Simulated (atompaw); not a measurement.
## Reading a pseudo-wave (Os)

Columns: radius, all-electron u(r) and pseudo u(r) of the 5d shell (level -6.26 eV) of osmium in the configuration [Xe] 4f14 5d6 6s2 6p0; PBE, scalar-relativistic, PAW (atompaw) scheme, atompaw 4.2.0.5.

| r (bohr) | all-electron | pseudo |
| --- | --- | --- |
| 0.115 | 0.2446 | 0.0015 |
| 0.231 | -0.1043 | 0.0117 |
| 0.346 | -0.3613 | 0.0376 |
| 0.462 | -0.2887 | 0.0840 |
| 0.577 | -0.0554 | 0.1508 |
| 0.692 | 0.2020 | 0.2356 |
| 0.808 | 0.4240 | 0.3334 |
| 0.923 | 0.5890 | 0.4344 |
| 1.038 | 0.7005 | 0.5308 |
| 1.154 | 0.7674 | 0.6153 |
| 1.269 | 0.7986 | 0.6803 |
| 1.385 | 0.8041 | 0.7238 |
| 1.500 | 0.7916 | 0.7447 |
| 1.615 | 0.7670 | 0.7454 |
| 1.731 | 0.7344 | 0.7281 |
| 1.846 | 0.6976 | 0.6970 |
| 1.962 | 0.6581 | 0.6581 |
| 2.077 | 0.6184 | 0.6184 |
| 2.192 | 0.5789 | 0.5789 |
| 2.308 | 0.5402 | 0.5402 |
| 2.423 | 0.5033 | 0.5033 |
| 2.538 | 0.4680 | 0.4680 |
| 2.654 | 0.4343 | 0.4343 |
| 2.769 | 0.4029 | 0.4029 |
| 2.885 | 0.3731 | 0.3731 |
| 3.000 | 0.3454 | 0.3454 |

(1) How many radial nodes do the two functions have?

(2) At about which radius was the pseudo-wave matched?

(3) Where does each function peak?

(4) Is the pseudo-wave norm-conserving?

Answers

(1) The all-electron 5d function has n − l − 1 = 2; the pseudo-wave has 0, since the states of the same l below it are removed with the core.

(2) 1.95 bohr, where the columns begin to agree (steps of 0.12 bohr).

(3) Outermost all-electron maximum near 1.39 bohr, pseudo maximum near 1.61 bohr (to the table’s step).

(4) No, it belongs to a PAW set: the norm inside the radius is not constrained, and the difference is carried by the augmentation charge.
